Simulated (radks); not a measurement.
The numbers below are computed, except where a source is named.
Spherical quantum dot in the effective-mass picture: electrons in a hard-walled sphere of radius 2.69, with a point charge +1 (a donor) at the centre, all in effective atomic units (hartree* = m*/eps^2 hartree, bohr* = eps/m* bohr), one dielectric constant everywhere. Level of theory: non-relativistic Kohn-Sham, exchange-only LDA, spin-polarised, spherical densities (a radial shooting solver with Libxc functionals). Levels are named by radial order and angular momentum (1s, 1p, 1d, 2s, ...), and open shells are averaged over m. Results are scaled to m* = 0.091 and eps = 16.5, for which hartree* = 9.095 meV and bohr* = 9.595 nm.

N = 32, configuration 1s2 1p6 1d10 2s(up 1, down 0) 1f(up 7, down 6). This is the lowest configuration that the search found. Occupied and some empty levels:

level,occupation,eigenvalue (meV),<r> (nm)
1s up,1,140.82,16.54
1s down,1,141.23,16.81
1p up,3,144.59,17.86
1p down,3,144.84,17.90
1d up,5,150.43,18.57
1d down,5,150.64,18.57
2s up,1,157.26,10.46
1f up,7,158.26,19.10
1f down,6,158.47,19.10
2s down,0,159.30,10.67
1g up,0,167.97,19.53
1g down,0,168.18,19.53
2p up,0,171.98,13.08
2p down,0,172.91,13.25
2d up,0,186.02,14.54
2d down,0,186.54,14.62

Energy (meV): total 2693.61, kinetic 797.38, external -165.84, Hartree 2235.9, exchange-correlation -173.87.

Electron density:

r (nm),n(r) (e/nm^3)
0.747,0.0008458
2.67,0.0005591
4.60,0.0003713
6.52,0.0002622
8.45,0.0002229
10.4,0.0002538
12.3,0.0003576
14.2,0.0005251
16.2,0.0007145
18.1,0.0008353
20.0,0.0007752
21.9,0.0004961
23.9,0.0001508
25.8,1.734e-07
